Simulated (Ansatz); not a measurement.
Cost and result for the atomization energy of `FC[C]1=[C]([SiH3])[AlH]1` (12 atoms, 12 bonds).

```xyz
12

F    -1.164    1.387   -0.995
C    -1.286    1.243    0.381
C    -0.385    0.215    0.924
C     0.520   -0.585    0.270
Si    0.982   -0.710   -1.527
Al    0.497   -0.917    2.101
H    -1.073    2.216    0.837
H    -2.330    0.988    0.597
H    -0.186   -1.101   -2.360
H     2.027   -1.757   -1.686
H     1.542    0.573   -2.030
H     0.855   -1.552    3.489
```

Total charge 0; spin multiplicity 1. The structure was optimised at the PBE0-D4/def2-TZVP level. It is one conformer, not always the lowest. Program: Ansatz. All runs use 4 threads of an Arm Neoverse V1 on a shared host. Times are those of one run each, without the atoms' runs, and a repeat can differ threefold. Electronic energies, without spin–orbit coupling; frozen cores. CCSD(T)/CBS adds CCSD(T) − MP2 in def2-TZVPP to the MP2 limit, and its time is that of the two runs behind it. T1 = 0.013. B3LYP takes the VWN-RPA correlation (the form of Gaussian; ORCA's B3LYP/G).

CCSD(T)/CBS is a level of theory with its own doubt, some kJ/mol a heavy atom from the limit and from the frozen cores, so smaller differences don't rank the functionals.

```
                             level  functions  wall time  atomization (kcal/mol)  difference from CCSD(T)/CBS  per bond
   PBE-D4/def2-TZVPP (with forces)        292      3.4 s                  1052.3                         21.8       1.8
                PBE0-D4/def2-TZVPP        292      4.3 s                  1034.3                          3.8       0.3
r2SCAN-D4/def2-TZVPP (with forces)        292      6.5 s                  1037.5                          7.0       0.6
 B3LYP-D4/def2-TZVPP (with forces)        292        7 s                  1028.8                         -1.7      -0.1
                 B2PLYP/def2-TZVPP        292        8 s                  1018.6                        -11.9      -1.0
                ωB97X-V/def2-TZVPP        292       11 s                  1036.1                          5.6       0.5
  ωB97M-V/def2-TZVPP (with forces)        292       17 s                  1034.6                          4.1       0.3
                    MP2/def2-QZVPP        548       33 s                  1040.0                          9.5       0.8
                CCSD(T)/def2-TZVPP        292    4.4 min                  1003.0                        -27.5      -2.3
                 CCSD(T)/CBS(def2)          –      5 min                  1030.5                          0.0       0.0
```

The D4 term adds +11.1 kcal/mol with B3LYP and +5.9 kcal/mol with PBE0; it sums over pairs of atoms, weighted by their polarisabilities, and B3LYP, whose exchange is more repulsive, gets the larger term. From PBE to PBE0 (25 % exact exchange), in def2-TZVPP and without D4, the atomization energy moves by −17.0 kcal/mol: exact exchange takes away binding that semilocal exchange gives to molecules. In def2-TZVPP, CCSD(T) changes the Hartree–Fock value by +250.9 kcal/mol (the triples alone add +17.6 kcal/mol) and MP2 by +271.6 kcal/mol; breaking electron pairs costs correlation energy, which Hartree–Fock lacks.
